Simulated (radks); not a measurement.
Charge is removed step by step from the 4s1/2 level of Ru, starting from [Kr] 4d7 5s1. Method: Dirac Kohn-Sham, PBE, spin-unpolarised, spherical densities, point nucleus; open shells fill j = l - 1/2 first; computed with a radial shooting solver on a logarithmic mesh with Libxc functionals.

removed (e)  E - E(0) (eV)  eigenvalue (eV)  E minus straight line (eV)
0                    0.000          -76.255                       0.000
0.25                19.435          -79.263                      -1.215
0.5                 39.649          -82.480                      -1.651
0.75                60.690          -85.877                      -1.260
1                   82.600          -89.432                       0.000

Removing the whole electron costs 82.600 eV by Delta-SCF, against 76.255 eV from minus the eigenvalue at the starting occupation. Slater's transition state (half an electron removed) gives 82.480 eV. Integrating minus the eigenvalue over the occupation (Janak's theorem) gives 82.601 eV. The mean slope of the eigenvalue, de/dn, is 13.2 eV per electron.
